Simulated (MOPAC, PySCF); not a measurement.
[Cd(OH)(Br)], neutral singlet in the gas phase. 

Cartesian coordinates (Å):
```xyz
4

Cd    -0.1026     0.0199    -0.0599
O      0.3167     1.7214     0.8650
H      0.7706     1.5264     1.7077
Br    -0.6667    -1.9650    -1.3198
```
Charge 0, multiplicity 1.

All levels are single points at this geometry (TPSS-D3(BJ)/def2-SVP); Pople sets use spherical d functions. Orbital energies aren't observables, and empty levels follow the basis.

```tsv
level	HOMO (eV)	LUMO (eV)	gap (eV)	dipole (D)	vertical IE, Delta-SCF (eV)
B3LYP-D3(BJ)/def2-TZVP in PySCF	-7.92	-2.34	5.58	1.65	–
PBE-D3(BJ)/def2-TZVP in PySCF	-6.69	-2.87	3.82	1.63	–
TPSSh-D3(BJ)/def2-TZVP in PySCF	-7.36	-2.36	5.00	1.69	–
B3LYP/6-311+G** (LANL2DZ on Br, Cd) in PySCF	-7.92	-2.44	5.48	1.71	–
B3LYP/6-31G* (LANL2DZ on Cd) in PySCF	-7.60	-2.22	5.38	1.99	9.98
B3LYP/LANL2DZ in PySCF	-7.73	-2.37	5.36	2.07	–
BP86/6-31G* (LANL2DZ on Cd) in PySCF	-6.41	-2.84	3.57	2.05	–
M06-2X/6-31G* (LANL2DZ on Cd) in PySCF	-9.34	-1.20	8.14	2.05	–
PBE/6-31G* (LANL2DZ on Cd) in PySCF	-6.27	-2.72	3.55	2.04	–
SVWN5/6-31G* (LANL2DZ on Cd) in PySCF	-6.49	-3.00	3.49	2.06	–
HF/6-31G* (LANL2DZ on Cd) in PySCF	-11.14	1.13	12.27	2.02	9.81
PM3 in MOPAC	-10.83	-0.65	10.18	2.50	–
PM7 in MOPAC	-10.70	-1.59	9.11	1.78	–
```
